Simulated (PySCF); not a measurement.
Molecule: `F[SiH2][SiH2]OC`, CH7FOSi2.

Atoms are numbered as in `[CH3:1][O:2][SiH2:3][SiH2:4][F:5]`; H(Xn) means a hydrogen on atom n.

Geometry PBE0-D3(BJ)/def2-SVP throughout; GIAO in PySCF 2.14.0 with density-fitted response routines, gas phase, one conformer, non-relativistic; equivalent atoms averaged; functional PBE0.

For orientation, IGLO-III gives these shifts δ (against TMS, H2O, CFCl3 at the same level): C1 56.9, O2 -15.3, Si4 -6.2, Si3 -29.4, F5 -246.9, H(Si4) 5.69, H(Si3) 5.36, H(C1) 3.51 ppm.

A run gave: C1 53.6, O2 -16.3, Si4 2.5, Si3 -20.2, F5 -243.6, H(Si4) 5.72, H(Si3) 5.35, H(C1) 3.59 ppm (shifts δ (against TMS, H2O, CFCl3 at the same level)).

Question: Which basis set was used in that run?
A. aug-cc-pVDZ
B. cc-pVDZ
C. pcSseg-0
D. cc-pVTZ

Answer: A. H(Si4) tells them apart best: aug-cc-pVDZ gives 5.72, cc-pVDZ gives 5.44, pcSseg-0 gives 6.00, cc-pVTZ gives 5.53 ppm.
